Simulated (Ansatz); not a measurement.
Total energies of CdBr₂ from Ansatz at PBE-D4/def2-TZVP, gas phase (1 Eh = 27.2114 eV = 2625.5 kJ/mol). The reference geometry is relaxed at B3LYP-D4/def2-TZVP.

Cartesian coordinates in Å:
```
Cd 0.0010 -0.0010 0.0003
Br -0.5861 0.2200 2.3425
Br 0.5852 -0.2190 -2.3429
```

| state | geometry | energy (Eh) |
| --- | --- | --- |
| charge 0 singlet | reference | -5315.41983 |
| charge 1 doublet | reference | -5315.05446 |
| charge 0 triplet | relaxed at B3LYP-D4/def2-TZVP | -5315.32896 |
| charge 0 quintet | relaxed at B3LYP-D4/def2-TZVP | -5315.10134 |
| free Cd atom (singlet) | – | -167.78889 |
| free Br atom (doublet) | – | -2573.72072 |

In the def2 sets Cd takes a core potential; there is no spin–orbit coupling.

Q: Work out the vertical ionisation energy to the doublet.

A: E(charge 1 doublet) − E(charge 0 singlet) = -5315.05446 − (-5315.41983) = 0.36537 Eh = 9.94 eV. For comparison, −ε of the highest occupied level is 7.14 eV at this level, 2.80 eV less.

Q: Which of the charge 0 states is lowest, and how far above it are the others?

A: The singlet. triplet: -5315.32896 − (-5315.41983) = 0.09087 Eh = 238.6 kJ/mol; quintet: -5315.10134 − (-5315.41983) = 0.31849 Eh = 836.2 kJ/mol.

Q: What is the binding energy per atom against free atoms?

A: Atoms: 1 × (-167.78889) + 2 × (-2573.72072) = -5315.23033 Eh. Binding: -5315.23033 − (-5315.41983) = 0.18950 Eh = 5.16 eV, or 1.72 eV for each of 3 atoms (no zero-point energy, no counterpoise term).

At PBE-D4/def2-TZVP the gap within one spin of the charge 1 doublet nearly closes, so an electron or hole may be smeared out by delocalisation error. 

The structure comes from a short search, and lower isomers may exist.
